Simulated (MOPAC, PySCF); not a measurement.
H12GeSi4, SMILES `[SiH3][Ge]([SiH3])([SiH3])[SiH3]`, neutral singlet in the gas phase. 

Cartesian coordinates (Å):
SMILES: [SiH3][Ge]([SiH3])([SiH3])[SiH3]
```xyz
17

Si    -1.5307    -1.0586    -1.4842
Ge     0.0008    -0.0003     0.0004
Si     0.1661    -1.2727     2.0061
Si    -0.7761     2.1918     0.5107
Si     2.1421     0.1375    -1.0317
H     -1.6573    -0.2656    -2.7451
H     -2.8777    -1.1641    -0.8443
H     -1.0510    -2.4328    -1.8256
H      0.6405    -2.6568     1.6994
H      1.1337    -0.6293     2.9467
H     -1.1692    -1.3581     2.6729
H     -2.1257     2.1240     1.1502
H     -0.8759     3.0063    -0.7390
H      0.1692     2.8673     1.4514
H      2.0508     0.9152    -2.3053
H      3.1102     0.8198    -0.1194
H      2.6547    -1.2326    -1.3399
```
Charge 0, spin multiplicity 1.

All levels are single points at this geometry (r2SCAN-D4/def2-SVP); Pople sets use spherical d functions. Orbital energies aren't observables, and empty levels follow the basis.

```csv
level,HOMO (eV),LUMO (eV),gap (eV),dipole (D),"vertical IE, Delta-SCF (eV)"
PBE-D3(BJ)/def2-TZVP in PySCF,-6.88,-1.11,5.76,0.00,–
r2SCAN-D4/def2-TZVP in PySCF,-7.13,-0.76,6.36,0.00,9.31
B3LYP/3-21G in PySCF,-7.75,-0.21,7.53,0.00,–
PBE/6-31G* in PySCF,-6.75,-0.91,5.84,0.00,–
HF/3-21G in PySCF,-10.30,3.10,13.40,0.00,–
HF/6-31G* in PySCF,-10.22,3.11,13.33,0.00,8.99
HF/STO-3G in PySCF,-7.91,10.06,17.97,0.00,–
AM1 in MOPAC,-10.37,-0.56,9.80,0.00,–
PM7 in MOPAC,-9.94,-0.73,9.21,0.00,–
```
